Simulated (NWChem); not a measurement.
System: SiN$_{2}$H$_{4}$ClF; SMILES F[Si](N)(N)Cl

Here is an NWChem input.

```
start job
memory heap 200 mb stack 900 mb global 1100 mb
geometry units angstroms noautoz
  N     -0.486269    -1.224293    -1.335366
  Si     0.008873    -0.347979     0.032922
  N      1.618323    -0.723307     0.409098
  F     -1.093198    -0.713109     1.165030
  Cl    -0.063246     1.715268    -0.088814
  H      0.049124    -1.185565    -2.194048
  H     -1.472046    -1.384479    -1.506370
  H      1.927300    -1.685948     0.472277
  H      2.200831    -0.085306     0.936406
end
basis spherical
  N library 6-31g*
  Si library 6-31g*
  F library 6-31g*
  Cl library 6-31g*
  H library 6-31g*
end
dft
  xc slater vwn_5
  iterations 150
  mulliken
end
task dft energy
```

All runs use the structure optimised with PBE0/def2-SVP.

Q: Predict the main results of this run. (LDA (Slater exchange, VWN5)/6-31G* (spherical d).) Quantities: energy (Ha); highest occupied level (eV); orbital gap (eV); dipole (D).

A: 
```yaml
energy (Ha): -957.40
highest occupied level (eV): -6.39
orbital gap (eV): 6.65
dipole (D): 2.88
```
